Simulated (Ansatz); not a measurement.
`CN([SiH2]O)[SiH2]O`. Total charge 0; spin multiplicity 1. The structure was optimised at the PBE0-D4/def2-TZVP level. It is one conformer, not always the lowest.

```xyz
15

C    -0.793    0.551    1.605
N    -0.214   -0.043    0.405
Si   -1.298   -0.519   -0.860
O    -0.408   -0.995   -2.150
Si    1.480   -0.241    0.211
O     2.010    0.433   -1.212
H    -0.023    1.045    2.202
H    -1.545    1.305    1.348
H    -1.276   -0.197    2.243
H    -2.148   -1.678   -0.488
H    -2.186    0.645   -1.147
H     0.367   -0.463   -2.363
H     2.114    0.415    1.386
H     1.905   -1.651    0.075
H     2.016    1.392   -1.254
```

Q: What is the dipole moment at r2SCAN/def2-TZVPP? (Estimate.)

A: Ansatz gave: 2.87 D, with components (0.32, 2.46, 1.44) D in this frame, pointing from negative to positive charge.

Q: And with PBE, B3LYP, ωB97M-V? (Best estimate.)

A: The calculation gave: PBE 2.78 D, B3LYP 2.91 D, ωB97M-V 2.92 D.

Q: Give the Mulliken charges with r2SCAN, ωB97M-V, PBE in def2-TZVPP. (Estimate.)

A: The calculation gave: 
```
atom  r2SCAN  ωB97M-V    PBE
  C1   -0.09    -0.26  -0.21
  N2   -0.31    -0.30  -0.18
 Si3    0.55     0.45   0.43
  O4   -0.42    -0.40  -0.36
 Si5    0.49     0.38   0.37
  O6   -0.44    -0.41  -0.38
  H7    0.05     0.10   0.08
  H8    0.06     0.12   0.09
  H9    0.07     0.13   0.11
 H10   -0.09    -0.05  -0.08
 H11   -0.12    -0.07  -0.10
 H12    0.20     0.19   0.19
 H13   -0.09    -0.04  -0.08
 H14   -0.08    -0.03  -0.07
 H15    0.21     0.18   0.19
```

B3LYP here is the variant with VWN-RPA as its local correlation; programs differ in this.
